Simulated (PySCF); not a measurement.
# Electron correlation in Al(2+) (aluminium, charge +2)

[Ne] 3s1, 2S determinant. All numbers are calculated (PySCF 2.14, the spin-free X2C one-electron Hamiltonian (Gaussian nucleus), in x2c-TZVPPall with one added diffuse shell each of s, p, d type (6s6p4d1f, 51 functions)). Frozen: 1s2; 9 electrons correlated.

```json
{"level": "CCSD", "correlation energy (mhartree)": "-148.24"}
{"level": "(T)", "correlation energy (mhartree)": "-1.12"}
{"level": "CCSD(T)", "correlation energy (mhartree)": "-149.36"}
```

Diagnostics: T1 = 0.0035, D1 = 0.0074, largest double amplitude 0.012.

Is a single reference adequate?

Yes: T1 lies below 0.03 and no double amplitude reaches 0.07.

This basis was not built for core-valence correlation, so the inner-shell part is incomplete.
